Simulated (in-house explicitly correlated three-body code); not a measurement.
Computed with an exponentially correlated three-body code. Model: two electrons around a point charge, non-relativistic, variational in 260 exponentially correlated functions (energies converged to about 1e-7 hartree, or 1e-8 relative for large Z).

Command:
```bash
python run_hyl.py task.json out
```
Settings (lengths in bohr, energies in hartree):
```
Z                      5
nuclear_mass           25
interaction_strength   1
functions              260
states_tried           13
```

Run time, properties included: 21 s on 1 thread of Intel(R) Xeon(R) 6975P-C (Granite Rapids), with other jobs on the host.

**Those bound S and P states to n = 4 that converged, binding against the one-electron ion.**

Given: nuclear charge 5; mass of the centre 25 electron masses.

Computed: one-electron threshold -12.0192308 hartree.

| term | energy (hartree) | binding (eV) |
| --- | --- | --- |
| 1 1S | -21.1690194 | 248.98 |
| 2 3S | -14.1666576 | 58.434 |
| 2 3P | -14.0632905 | 55.622 |
| 2 1S | -14.019051 | 54.418 |
| 2 1P | ? | ? |
| 3 3S | -12.9360234 | 24.947 |
| 3 3P | -12.9067722 | 24.151 |
| 3 1S | ? | ? |
| 3 1P | -12.8577207 | 22.816 |
| 4 3S | -12.5256615 | 13.781 |
| 4 1S | -12.5098384 | 13.35 |

Task: What belongs in the row 2 1P?

Result: energy (hartree): -13.8814744; binding (eV): 50.674.

Task: What belongs in the row 3 1S?

Result: energy (hartree): -12.896894; binding (eV): 23.882.

**Converged states only, values per electron or pair.**

```
term  mean r (bohr)  mean r squared (bohr²)  mean inverse r (1/bohr)  mean r12 (bohr)  mean inverse r12 (1/bohr)  mean cosine  mean p1 dot p2 (bohr⁻²)  delta r1 (bohr⁻³)  delta r12 (bohr⁻³)
1 1S        0.33769                 0.15371                   4.5062           0.4981                     2.7241    -0.011684                  0.21965             30.891              2.9867
2 3S              ?                       ?                        ?                ?                          ?            ?                        ?                  ?                   -
2 3P        0.76194                 0.95039                   2.9085           1.2784                    0.95884    -0.062577                  -1.3666             17.423                   -
2 1S        0.90732                  1.3814                    2.894           1.5379                     0.9023   -0.0075749                 -0.10463             19.037             0.46061
2 1P        0.83124                  1.1555                     2.87           1.3769                    0.93679     0.035769                  0.88635             17.777            0.086482
3 3S         1.7957                  6.1692                    2.626           3.2988                    0.38746   0.00054418                -0.027634             18.111                   -
3 3P         1.7189                  5.6931                   2.6237           3.1494                    0.42375    -0.013566                 -0.34171             17.631                   -
3 1S         1.8653                  6.7036                   2.6205            3.435                    0.41171   -0.0012965                -0.050218             18.077             0.13519
3 1P              ?                       ?                        ?                ?                          ?            ?                        ?                  ?                   ?
4 3S         3.1205                  19.834                   2.5276           5.9396                    0.22441   0.00068453                -0.021165             17.861                   -
4 1S         3.2134                  21.102                   2.5254           6.1243                     0.2341  -8.4104e-05                -0.029844             17.849            0.056578
```

Task: What belongs in the row 2 3S?

Result: mean r (bohr): 0.86039; mean r squared (bohr²): 1.2203; mean inverse r (1/bohr): 2.9143; mean r12 (bohr): 1.4557; mean inverse r12 (1/bohr): 0.81005; mean cosine: -0.00094017; mean p1 dot p2 (bohr⁻²): -0.0083229; delta r1 (bohr⁻³): 19.197.

Task: What belongs in the row 3 1P?

Result: mean r (bohr): 1.8132; mean r squared (bohr²): 6.3931; mean inverse r (1/bohr): 2.6139; mean r12 (bohr): 3.3286; mean inverse r12 (1/bohr): 0.42335; mean cosine: 0.010956; mean p1 dot p2 (bohr⁻²): 0.22651; delta r1 (bohr⁻³): 17.701; delta r12 (bohr⁻³): 0.029979.
